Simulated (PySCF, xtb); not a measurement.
C4H8OSi, SMILES C=C/C=C/[SiH2]O. Other conformers were not sampled.

Harmonic wavenumbers (cm⁻¹) from GFN2-xTB (xtb 6.7.1) at its own minimum, in rising order: 62, 101, 127, 182, 222, 258, 388, 445, 499, 593, 614, 723, 773, 779, 784, 817, 884, 905, 950, 990, 1042, 1142, 1227, 1291, 1303, 1411, 1633, 1660, 2208, 2308, 3033, 3038, 3053, 3097, 3127, 3675.

Task: What does ωB97X-D3(BJ)/def2-SVP in PySCF give at its own minimum? (The exact figures need the calculation; the answer reports its results.)

Result: 82, 108, 145, 201, 238, 267, 414, 465, 580, 660, 733, 762, 842, 889, 893, 943, 956, 971, 983, 1026, 1068, 1151, 1249, 1313, 1323, 1434, 1693, 1767, 2227, 2279, 3161, 3164, 3168, 3188, 3271, 3936. Paired by order, the mean absolute difference is 63 cm⁻¹ and the zero-point energies are 64.8 and 68.0 kcal/mol.
